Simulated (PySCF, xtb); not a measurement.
1,1-dichloro-3,3-difluoroprop-1-ene (C3H2Cl2F2), SMILES FC(C=C(Cl)Cl)F.

GFN2-xTB run with xtb at its own geometry gives an orbital gap of 4.26 eV and a dipole moment of 1.99 D.

Geometry: B3LYP-D3(BJ)/def2-SVP. Other conformers were not sampled.

### Question
What does PySCF with PBE/def2-TZVP give? (Estimate from the structure and the level; the computed values follow.)

### Answer
gap 4.62 eV (levels -6.85 and -2.23 eV), dipole 1.14 D.
